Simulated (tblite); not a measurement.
Compound: C₈H₈.
Atom-mapped SMILES: `[CH2:1]=[CH:2][CH2:3][C:4]#[C:5][C:6]#[C:7][CH3:8]` (hydrogens: H9, H10 on C1; H11 on C2; H12, H13 on C3; H14, H15, H16 on C8)

Structure used (GFN2-xTB), in Å, numbered top down from 1:
```
atom  x, y, z in Å
C1    -3.0336    0.5298   -2.2676
C2    -1.7355    0.2985   -2.2517
C3    -1.1133   -0.9636   -1.7259
C4    -0.2173   -0.6659   -0.6274
C5     0.5214   -0.3823    0.2836
C6     1.3628   -0.0996    1.3130
C7     2.1122    0.1462    2.2259
C8     3.0118    0.4334    3.3164
H9    -3.7451   -0.1924   -1.9008
H10   -3.4436    1.4492   -2.6494
H11   -1.0366    1.0394   -2.6172
H12   -1.8894   -1.6557   -1.3851
H13   -0.5392   -1.4505   -2.5239
H14    2.7841   -0.2075    4.1691
H15    4.0424    0.2543    3.0078
H16    2.9114    1.4755    3.6218
```

Level: GFN2-xTB in tblite, geometry and Hessian alike; calculated harmonic values, unscaled, isolated species. Errors from tens to a few hundred cm⁻¹ against measured bands are possible. One conformer, not necessarily the lowest. The optimisation stopped once no atom felt more than 0.01 eV/Å.

Lowest wavenumbers of the output (negative numbers stand for imaginary wavenumbers):
```
mode    cm-1
  1     -29.5
  2      42.5
  3      76.7
  4      98.7
  5     153.7
  6     239.6
  7     266.8
  8     279.2
```

**Question.** Is this structure a minimum?

**Answer.** Not by this Hessian. 1 mode is imaginary beyond 20i (30i cm⁻¹), so at this level the point lies at or near a first-order saddle. The curvature is small, so loose convergence or finite differences may be the whole cause.

**Question.** Which atoms move in the imaginary mode?

**Answer.** 30i: H15 (methyl hydrogen) 33 %, H14 (methyl hydrogen) 32 %, H16 (methyl hydrogen) 30 %. These are shares of the mass-weighted motion.

**Question.** What is the remedy?

**Answer.** Step along that mode in both directions, optimise again with tighter thresholds and repeat the frequencies. The zero-point energy of this point (78.0 kcal/mol) counts the 41 real modes alone, and thermal corrections from it aren't those of a minimum.
